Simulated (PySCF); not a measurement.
AsH₃. Atoms are numbered in the order given.

```xyz
4

As     0.0000     0.0000     0.0706
H      1.0983    -0.6341    -0.7767
H     -1.0983    -0.6341    -0.7767
H      0.0000     1.2682    -0.7767
```
Charge 0, spin multiplicity 1.

Coordinates come from a B3LYP-D3(BJ)/def2-TZVPD optimisation.

Computed with B3LYP-D3(BJ)/def2-TZVPD (PySCF 2.14.0).

Frequencies are harmonic and unscaled.

Modes within 1.5 cm⁻¹ of each other (mostly degenerate sets) share a row, with their intensities summed.

```tsv
mode	ν (cm⁻¹)	IR (km/mol)	moving atoms (share of kinetic energy)
1	931	28.9	H 97 %
2–3	1016	23.7	H 99 %
4	2178	76.3	H 99 %
5–6	2190	211.7	H 99 %
```
